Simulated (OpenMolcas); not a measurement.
Mo5+: moving or changing the point charges

Mo5+ among 3 point charges of -2 e arranged as a planar triangle (D3h), 2.05 Å from the ion.

| Property | Result |
| --- | --- |
| Program | OpenMolcas 26.06 |
| Method | SS-CASPT2, IPEA 0.25 Eh, imaginary shift 0.1 Eh (closed shells correlated: 4s 4p) |
| Basis | ANO-RCC-VDZP [6s5p3d1f] |
| Scalar Hamiltonian | DKH2, point nucleus |
| Active space | 1 electron in 5 orbitals (4d) |
| State averaging | 2S+1 = 2 even, 5 roots |
| Spin-orbit coupling | RASSI with atomic mean-field integrals over the reference wave functions |

Runs around this geometry, states (labels of D3, the rotations of D3h). Energies in cm-1 above the lowest state or level, χT in cm3 K/mol.

```tsv
R (Å)	q (e)	Ground state	First state of that spin	First gap with spin-orbit (degeneracies)	χT at 300 K
2.05	-1.3	2A1	2E 1090	2400 (2, 2)	0.171
1.94	-2	2A1	2E 2410	3070 (2, 2)	0.151
2.05	-2	2A1	2E 2120	2920 (2, 2)	0.150
2.2	-2	2A1	2E 1810	2780 (2, 2)	0.154
```

Taking the first state of the same spin as R^-n, n = -ln(1810 / 2410) / ln(2.2 / 1.94) = 2.3 between the shortest and longest distance.

Scaling the charges by -1.3 / -2 = 0.65 scales the first state of the same spin by 1090 / 2120 = 0.51; with fixed orbitals a first-order splitting would follow the charge.

Roots that are degenerate in the reference are averaged as groups; the widest CASPT2 spread within a group is 130 cm-1 (the 2-fold group of multiplicity 2 near 11200 cm-1 above the lowest state of its run, R = 2.2, q = -2). Shifts and gaps below about the spread of the groups concerned are not significant. Free-ion shares, where given, are those of the reference states; single-state CASPT2 does not remix them. Spin-orbit coupling mixes the spin-free states strongly: the lowest level takes only 62 % from its leading state, 2A1 (holds for R = 2.05, q = -1.3). Point charges carry no covalency, so the field is a model and not that of real ligands. No measured value stands beside these numbers.
